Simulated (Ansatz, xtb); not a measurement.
Relative energy of two isomers of C3H4F2O2

Structure a: `O=C(O)CC(F)F`, a singlet. Structure b: `CC(=O)OC(F)F`, a singlet. Both are isolated molecules in the gas phase, relaxed with PBE-D3(BJ)/def2-SVP; the shapes shown needn't be the lowest conformers.

a (Å):

```xyz
11

C    -1.4733    1.1616   -1.4870
C    -0.0858    0.7717   -1.0175
C     0.0763    0.9853    0.4775
F     1.3843    0.7976    0.8288
F    -0.6802    0.0678    1.1543
O    -2.1387    2.0600   -1.0089
O    -1.8830    0.4050   -2.5303
H    -2.7692    0.7523   -2.7765
H     0.1442   -0.2807   -1.2721
H     0.6477    1.4139   -1.5491
H    -0.2444    2.0026    0.7948
```

b (Å):

```yaml
atoms:
  - { symbol: C, position_ang: [-2.3515, 1.0360, -1.4758] }
  - { symbol: C, position_ang: [-0.8521, 1.0973, -1.3977] }
  - { symbol: C, position_ang: [0.9321, 0.7437, 0.1459] }
  - { symbol: F, position_ang: [1.1588, 1.6012, 1.1655] }
  - { symbol: F, position_ang: [1.2773, -0.4976, 0.5530] }
  - { symbol: O, position_ang: [-0.0898, 1.4026, -2.2849] }
  - { symbol: O, position_ang: [-0.4396, 0.7431, -0.1188] }
  - { symbol: H, position_ang: [-2.6817, 1.3083, -2.4925] }
  - { symbol: H, position_ang: [-2.7938, 1.7258, -0.7299] }
  - { symbol: H, position_ang: [-2.6999, 0.0166, -1.2168] }
  - { symbol: H, position_ang: [1.5181, 1.0385, -0.7497] }
```

Question: Which of the two would you expect CCSD(T)/def2-SVP + ΔMP2/def2-TZVPP electronic energies to favour?

Answer: Structure a; the calculation gives E(b) − E(a) = +13.7 kJ/mol.

The same difference at several levels:

```tsv
level	geometry	E(b) − E(a) (kJ/mol)	departure from the last row (kJ/mol)	job, with rough time for the two
GFN2-xTB	GFN2-xTB	−8.0	−21.7	optimisation, 0.15 s
HF/STO-3G	GFN2-xTB	−43.8	−57.5	single point, 0.4 s
r2SCAN-D4/def2-SVP	GFN2-xTB	+4.2	−9.5	single point, 4.7 s
PBE-D3(BJ)/def2-SVP	PBE-D3(BJ)/def2-SVP	+6.5	−7.1	optimisation, 53 s
HF/def2-SVP	PBE-D3(BJ)/def2-SVP	+2.9	−10.7	part of the CCSD(T) run
MP2/def2-SVP	PBE-D3(BJ)/def2-SVP	+11.1	−2.5	part of the CCSD(T) run
CCSD(T)/def2-SVP	PBE-D3(BJ)/def2-SVP	+8.6	−5.0	single point
CCSD(T)/def2-SVP + ΔMP2/def2-TZVPP	PBE-D3(BJ)/def2-SVP	+13.7		single point, 77 s
```

As drawn, b has 1 C–O, 1 C–H in place of 1 C–C, 1 O–H.

GFN2-xTB, HF/STO-3G put the two in the other order. The largest departure from CCSD(T)/def2-SVP + ΔMP2/def2-TZVPP is that of HF/STO-3G, 57.5 kJ/mol. The last row adds to CCSD(T) the change of the MP2 difference between the two basis sets, here +5.0 kJ/mol.

With thermal terms from frequencies at re-optimised GFN2-xTB minima (ideal gas, soft modes damped towards free rotors, one conformer each, 298.15 K, 1 atm): the zero-point term adds −1.8 kJ/mol; ΔH is +13.0 and ΔG +10.5 kJ/mol.

The correlated steps freeze 7 core orbitals. Codes used: Ansatz 0.2.0, xtb 6.7.1; the last row on 2 threads of Arm Neoverse V1 on a shared host.
